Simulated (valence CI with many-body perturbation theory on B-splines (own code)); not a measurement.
# E1 transitions of Tc30+

Calculated by configuration interaction combined with many-body perturbation theory (CI+MBPT): three valence electrons over a frozen Dirac-Fock core [Ne], radial functions for each j: 11 s, 11 p, 10 d, 8 f, 5 g, 2 h, with the one-electron correlation potential Σ1 (screened to all orders), the two-electron term Σ2, the three-electron term Σ3, Breit, model QED; selected single and double excitations, second order for the rest, scaled by the run's own slope (own B-spline code, finite nucleus).

The last digits are not significant, and no measured levels were compared; by estimate large intervals hold to a few tenths of a per cent, small ones and those within an open d or f shell to about a per cent.

Lines 1 to 50 of 582 in falling wavelength, among levels below 6738.5 × 10³ cm⁻¹, chosen from the strongest by gf and those to the six lowest levels. Wavelengths and rates use the calculated energies. Electric multipoles are in the length gauge with retardation, E1 and E2 with the static RPA response of the core. Weak lines are less certain than strong ones. Lines between different terms over intervals too small for the method are left out, as are lines whose strength nearly cancels. The highest levels of a list are the least certain.

Names give the largest LS component (configuration and term), which can be under half, so a name can repeat, a term be missing and a line seem to break the LS rules; names also repeat where a configuration has a term twice. Letters in brackets count levels of one name in rising energy.

```csv
λ vac (nm),Upper,Lower,A (s⁻¹),log gf,Branch %
37.60,3s²4p ²P°_1/2,3s²4s ²S_1/2,4.49e+09,-0.72,0.4
29.95,3s3p² ⁴P_1/2,3s²3p ²P°_3/2,6.10e+07,-2.78,2.0
28.37,3s²4p ²P°_3/2,3s²4s ²S_1/2,9.89e+09,-0.32,1.0
20.78,3s3p² ⁴P_3/2,3s²3p ²P°_3/2,2.54e+08,-2.18,78.3
19.01,3p3d² ⁴G°_5/2,3s3d² ⁴F_3/2 [b],3.29e+09,-0.97,7.2
18.87,3p3d² ²H°_9/2,3s3d² ²G_9/2,3.01e+09,-0.79,5.4
18.75,3p3d² ²H°_9/2,3s3d² ²G_7/2,6.57e+09,-0.46,11.9
18.52,3s3p² ⁴P_5/2,3s²3p ²P°_3/2,1.99e+09,-1.21,100.0
18.35,3p²3d ⁴F_9/2 [a],3s3p3d ²F°_7/2 [a],4.39e+09,-0.65,9.1
17.98,3p3d² ²G°_7/2 [a],3s3d² ²G_9/2,4.81e+09,-0.73,4.1
17.88,3p3d² ⁴G°_7/2,3s3d² ⁴F_7/2,4.39e+09,-0.77,9.1
17.88,3p3d² ²G°_7/2 [a],3s3d² ²G_7/2,2.95e+09,-0.95,2.5
17.79,3s3p² ⁴P_1/2,3s²3p ²P°_1/2,3.02e+09,-1.54,98.0
17.32,3p3d² ⁴G°_7/2,3s3d² ⁴F_5/2,7.28e+09,-0.58,15.2
16.88,3p3d² ⁴G°_9/2,3s3d² ⁴F_9/2,5.36e+09,-0.64,8.7
16.57,3p²3d ⁴F_3/2,3s3p3d ⁴D°_1/2,6.50e+09,-0.97,12.2
16.51,3p³ ²D°_3/2,3s3p² ²D_3/2,3.37e+09,-1.26,7.0
16.33,3p²3d ²F_7/2 [a],3s3p3d ⁴D°_7/2,4.03e+09,-0.89,8.8
16.16,3p²3d ²F_5/2 [b],3s3p3d ²F°_7/2 [b],5.41e+09,-0.90,3.2
16.14,3p3d² ⁴G°_9/2,3s3d² ⁴F_7/2,6.35e+09,-0.61,10.3
16.07,3p²3d ⁴D_3/2,3s3p3d ²D°_5/2 [a],9.12e+09,-0.85,8.9
15.98,3p²3d ⁴D_5/2,3s3p3d ²D°_5/2 [a],4.56e+09,-0.98,4.2
15.74,3s3p² ²D_3/2,3s²3p ²P°_3/2,1.62e+09,-1.62,6.3
15.44,3p3d² ²G°_9/2 [a],3s3d² ²F_7/2,3.56e+09,-0.90,2.9
15.30,3p3d² ⁴D°_7/2 [a],3s3d² ⁴F_9/2,1.54e+10,-0.36,12.7
15.23,3p³ ⁴S°_3/2,3s3p² ²D_5/2,7.84e+09,-0.96,8.6
15.14,3p3d² ²H°_9/2,3p²3d ²F_7/2 [b],6.05e+09,-0.68,10.9
14.98,3p²3d ⁴F_9/2 [b],3s3p3d ²F°_7/2 [b],7.29e+09,-0.61,10.3
14.91,3p²3d ⁴D_5/2,3s3p3d ⁴P°_3/2 [b],5.25e+09,-0.98,4.9
14.88,3p3d² ⁴P°_3/2,3s3d² ⁴P_5/2,9.93e+09,-0.88,6.7
14.85,3p²3d ⁴F_5/2,3s3p3d ⁴P°_5/2,8.65e+09,-0.77,15.4
14.73,3p²3d ⁴F_5/2,3s3p3d ⁴D°_3/2,8.54e+09,-0.78,15.2
14.69,3p²3d ²F_7/2 [b],3s3p3d ²D°_5/2 [b],5.58e+09,-0.84,3.2
14.66,3p²3d ⁴F_9/2 [a],3s3p3d ⁴D°_7/2,4.42e+09,-0.85,9.2
14.55,3p²3d ⁴F_7/2,3s3p3d ⁴F°_9/2,1.67e+10,-0.37,25.2
14.51,3p3d² ²F°_7/2 [a],3p²3d ²F_5/2 [c],5.83e+09,-0.83,3.7
14.47,3p²3d ⁴D_5/2,3s3p3d ⁴D°_7/2,7.57e+09,-0.85,7.0
14.36,3p²3d ⁴F_5/2,3s3p3d ⁴F°_7/2,2.11e+10,-0.41,37.5
14.35,3p3d² ⁴F°_5/2,3s3d² ⁴F_7/2,1.16e+10,-0.67,6.5
14.26,3p³ ²D°_3/2,3s3p² ⁴P_5/2,2.00e+10,-0.61,41.2
14.26,3p3d² ²H°_9/2,3s3d² ⁴F_7/2,4.00e+09,-0.91,7.2
14.17,3s3p3d ⁴F°_3/2,3s3p² ²D_3/2,1.83e+09,-1.66,13.0
14.11,3s3p² ²P_1/2,3s²3p ²P°_3/2,4.91e+09,-1.53,4.0
14.10,3s3p² ⁴P_3/2,3s²3p ²P°_1/2,7.04e+07,-3.08,21.7
13.94,3d³ ²H_9/2,3p3d² ²G°_7/2 [b],4.08e+09,-0.93,2.5
13.89,3d³ ²P_3/2,3p3d² ²P°_3/2 [c],9.16e+09,-0.98,4.6
13.86,3p²3d ⁴F_3/2,3s3p3d ⁴F°_5/2 [a],1.84e+10,-0.67,34.5
13.85,3p²3d ⁴F_9/2 [a],3s3p3d ⁴F°_9/2,1.81e+10,-0.28,37.7
13.83,3s3p3d ⁴F°_5/2 [a],3s3p² ²D_3/2,1.83e+08,-2.50,5.3
13.83,3p3d² ²F°_7/2 [b],3p²3d ²F_5/2 [c],4.68e+09,-0.97,2.1
```
